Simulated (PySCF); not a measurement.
CuF, charge -1, doublet, at a GFN2-xTB geometry (such geometries of metal compounds can be far from the true shape) (the multiplicity is a formal guess) (in this run its highest filled SCF level lies above zero, so its values depend strongly on the basis, on diffuse functions most of all); PBE0/def2-TZVP run with PySCF.

The PySCF input:
```python
from pyscf import gto, scf, dft

mol = gto.Mole()
mol.atom = '''
    Cu   -0.00000000   -0.00000000   -0.36514890
    F     0.00000000    0.00000000    1.17659091
'''
mol.basis = 'def2-tzvp'
mol.charge = -1
mol.spin = 1
mol.verbose = 4
mol.build()

mf = dft.UKS(mol)
mf.xc = 'pbe0'
mf.grids.atom_grid = (99, 590)
mf.grids.prune = None
mf.kernel()
```

The log (banner, timings and long lists left out):

```
PySCF version 2.14.0

[INPUT] verbose = 4
[INPUT] num. atoms = 2
[INPUT] num. electrons = 39
[INPUT] charge = -1
[INPUT] spin (= nelec alpha-beta = 2S) = 1
[INPUT] symmetry False subgroup None
[INPUT] Mole.unit = angstrom
[INPUT] Symbol           X                Y                Z      unit          X                Y                Z       unit  Magmom
[INPUT]  1 Cu     0.000000000000   0.000000000000  -0.365148900000 AA    0.000000000000   0.000000000000  -0.690031415686 Bohr   0.0
[INPUT]  2 F      0.000000000000   0.000000000000   1.176590910000 AA    0.000000000000   0.000000000000   2.223434580553 Bohr   0.0

nuclear repulsion = 89.5840213467148
number of shells = 26
number of NR pGTOs = 138
number of NR cGTOs = 76
basis = def2-tzvp
ecp = {}

******** <class 'pyscf.dft.uks.UKS'> ********
method = UKS
initial guess = minao
damping factor = 0
level_shift factor = 0
DIIS = <class 'pyscf.scf.diis.CDIIS'>
diis_start_cycle = 1
diis_space = 8
diis_damp = 0
SCF conv_tol = 1e-09
SCF conv_tol_grad = None
SCF max_cycles = 50
direct_scf = True
direct_scf_tol = 1e-13
number electrons alpha = 20  beta = 19
XC library pyscf.dft.libxc version 7.1.2
    S. Lehtola, C. Steigemann, M. J. T. Oliveira, and M. A. L. Marques,  SoftwareX 7, 1–5 (2018)
XC functionals = pbe0
    C. Adamo and V. Barone,  J. Chem. Phys. 110, 6158 (1999)
    M. Ernzerhof and G. E. Scuseria,  J. Chem. Phys. 110, 5029 (1999)
radial grids:
    Treutler-Ahlrichs [JCP 102, 346 (1995); DOI:10.1063/1.469408] (M4) radial grids

becke partition: Becke, JCP 88, 2547 (1988); DOI:10.1063/1.454033
pruning grids: None
grids dens level: 3
symmetrized grids: False
atomic radii adjust function: <function treutler_atomic_radii_adjust>
User specified grid scheme (99, 590)
small_rho_cutoff = 0
Set gradient conv threshold to 3.16228e-05
tot grids = 116824
init E= -1739.77120161419

cycle= 1 E= -1739.30840736405  delta_E= 0.463  |g|= 2.11  |ddm|= 1.25
cycle= 2 E= -1736.73618912428  delta_E= 2.57  |g|= 4.31  |ddm|= 1.95
cycle= 3 E= -1740.00748047265  delta_E= -3.27  |g|= 0.466  |ddm|= 1.45
cycle= 4 E= -1740.00686310346  delta_E= 0.000617  |g|= 0.428  |ddm|= 0.535
cycle= 5 E= -1740.05455515025  delta_E= -0.0477  |g|= 0.0546  |ddm|= 0.187
cycle= 6 E= -1740.05515464038  delta_E= -0.000599  |g|= 0.00372  |ddm|= 0.0318
cycle= 7 E= -1740.05516151574  delta_E= -6.88e-06  |g|= 0.00153  |ddm|= 0.00806
cycle= 8 E= -1740.05516280251  delta_E= -1.29e-06  |g|= 0.00107  |ddm|= 0.00223
cycle= 9 E= -1740.0551634469  delta_E= -6.44e-07  |g|= 0.00052  |ddm|= 0.00202
cycle= 10 E= -1740.05516361701  delta_E= -1.7e-07  |g|= 0.000183  |ddm|= 0.00161
cycle= 11 E= -1740.0551636305  delta_E= -1.35e-08  |g|= 1.1e-05  |ddm|= 0.000409
cycle= 12 E= -1740.05516363074  delta_E= -2.4e-10  |g|= 5.28e-06  |ddm|= 6.26e-05
Extra cycle  E= -1740.05516363069  delta_E= 5.09e-11  |g|= 1.98e-05  |ddm|= 1.47e-05
converged SCF energy = -1740.05516363069  <S^2> = 0.75731419  2S+1 = 2.0073009
```
